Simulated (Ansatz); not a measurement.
`CN[CH2][AlH][NH2]` + H₂ → `[NH2][AlH2]` + dimethylamine  (hydrogenolysis of the Al–C bond)

Isolated molecules relaxed with PBE0-D4/def2-TZVP in Ansatz; ΔE leaves out vibrations. CCSD(T)/CBS adds triple-zeta CCSD(T) − MP2 to the extrapolated MP2 energy (def2 sets, frozen cores). This one scheme is used for every species. Functionals use def2-TZVPP. B3LYP here is the variant with VWN-RPA as its local correlation; programs differ in this. One conformer a species, not always the lowest.

CCSD(T)/CBS gives -34.5 kJ/mol.

Problem. Another level gave -38.3 kJ/mol. Which?
A. ωB97X-V/def2-TZVPP
B. MP2/def2-TZVPP
C. HF/def2-TZVPP
D. B3LYP/def2-TZVPP

Solution. A. ωB97X-V -38.3, B3LYP -48.3, HF/def2-TZVPP -69.7, MP2/def2-TZVPP -32.0 kJ/mol.

Largest T1 diagnostic among the species: 0.011.

From PBE to PBE0 (25 % exact exchange), in def2-TZVPP and without D4, ΔE moves by −4.9 kJ/mol. The D4 term adds +12.9 kJ/mol with B3LYP and +7.4 kJ/mol with PBE0; it sums over pairs of atoms, weighted by their polarisabilities, and B3LYP, whose exchange is more repulsive, gets the larger term. In def2-TZVPP, CCSD(T) changes the Hartree–Fock value by +32.6 kJ/mol (the triples alone add +5.9 kJ/mol) and MP2 by +37.7 kJ/mol.
